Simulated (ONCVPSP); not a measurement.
**Ba: one change to an ONCV potential, before and after**

ONCVPSP 4.0.1 input, shortened (lines: element, Z, core and valence counts, functional; n l f; lmax; l rc ep ncon nbas qcut; lloc lpopt rc5 dvloc0; l nproj debl; icmod fcfact rcfact), Wu-Cohen, scalar-relativistic:

```
  Ba 56.00    9    3  -118130      upf
    1    0    2.00
    2    0    2.00
    2    1    6.00
    3    0    2.00
    3    1    6.00
    3    2   10.00
    4    0    2.00
    4    1    6.00
    4    2   10.00
    5    0    2.00
    5    1    6.00
    6    0    1.75
    2
    0    3.15    0.00    4    8    3.30
    1    3.20    0.00    4    7    4.50
    2    3.10    0.03    4    8    2.60
    4    5    2.30    6.00
    0    2    2.20
    1    3    1.20
    2    2    2.30
    1    0.45    0.00
```

In the d channel the program set the typed energies aside and used 0.050, 2.350 Ha.

Change: p: debl 4.65.

Cutoffs: the cutoffs (Ha) at which the residual kinetic energy of the hardest occupied pseudo-wave falls to 1 and 0.1 mHa per electron; they do not see the model core or the augmentation charge, which bear on the density cutoff. Errors are all-electron minus pseudo energies relative to the spin-unpolarised reference configuration.

Task: How do hardness, ghosts and transferability respond?

Result: The potential gets neither clearly harder nor softer (4.7 Ha and 5.8 Ha → 4.7 Ha and 5.8 Ha); of the 4 tests that both files solve, the error grows in 3 and shrinks in 0 by more than 15 % and 0.3 meV (median size 3.7 → 7.0 meV); the range in which the p phases agree narrows (upper end 3.1 → -0.4); neither file shows a bound ghost.

| quantity | base | changed |
| --- | --- | --- |
| cutoff, loose | 4.7 Ha | 4.7 Ha |
| cutoff, tight | 5.8 Ha | 5.8 Ha |
| bound ghosts | none | none |
| GHOST(+) flags under 300 eV | s at 264.6 eV | s at 264.6 eV |
| error for 5s2 5p6 6s2, meV [ΔE -0.94 eV] | +0.1 | +0.1 |
| error for 5s2 5p6 6s1, meV [ΔE 4.42 eV] | -0.9 | -1.3 |
| error for 5s2 5p6 6s0, meV [ΔE 14.26 eV] | -6.4 | -13 |
| error for 5s1 5p6 6s2, meV [ΔE 37.90 eV] | -343 | -422 |
| s: phases at 3.20 bohr within 0.05 rad from the reference energy up to (Ha; the scan ends near 5) | 2.1 | 2.1 |
| p: phases at 3.24 bohr within 0.05 rad from the reference energy up to (Ha; the scan ends near 5) | 3.1 | -0.4 |
| d: phases at 3.14 bohr within 0.05 rad from the reference energy up to (Ha; the scan ends near 5) | 4.1 | 4.1 |
| rms error of d²Exc/dni dnj with the model core, mHa | 2.05 | 2.05 |

Base: The cutoffs count occupied waves only; projector 2 of the d channel, the hardest unoccupied one, needs 12 Ha at the loose tolerance. Changed file: The cutoffs count occupied waves only; projector 3 of the p channel, the hardest unoccupied one, needs 24 Ha at the loose tolerance.
